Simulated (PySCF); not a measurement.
A calculated (BLYP, PySCF 2.14, x2c-QZVPPall, the spin-free X2C one-electron Hamiltonian (Gaussian nucleus)) atom or ion has these occupied shells.

| shell | electrons | orbital energy (eV) | rms radius, mean of both spins (bohr) |
| --- | --- | --- | --- |
| 1s α | 1 | -35728.2 | 0.0298 |
| 1s β | 1 | -35728.1 | 0.0298 |
| 2s α | 1 | -5604.6 | 0.121 |
| 2s β | 1 | -5604.6 | 0.121 |
| 2p α | 3 | -5032.9 | 0.108 |
| 2p β | 3 | -5032.9 | 0.108 |
| 3s α | 1 | -1165.1 | 0.320 |
| 3s β | 1 | -1165.1 | 0.320 |
| 3p α | 3 | -980.54 | 0.320 |
| 3p β | 3 | -980.54 | 0.320 |
| 3d α | 5 | -707.22 | 0.297 |
| 3d β | 5 | -707.22 | 0.297 |
| 4s α | 1 | -219.51 | 0.738 |
| 4s β | 1 | -219.50 | 0.738 |
| 4p α | 3 | -160.37 | 0.789 |
| 4p β | 3 | -160.36 | 0.789 |
| 4d α | 5 | -73.850 | 0.904 |
| 4d β | 5 | -73.837 | 0.904 |
| 5s α | 1 | -26.432 | 1.85 |
| 5s β | 1 | -26.401 | 1.85 |
| 5p α | 3 | -13.239 | 2.24 |
| 5p β | 3 | -13.189 | 2.24 |
| 6s α | 1 | -2.142 | 5.90 |

(1) Name the element and its charge.

Answers

(1) Cs (caesium, neutral), in [Xe] 6s1, 2S determinant.
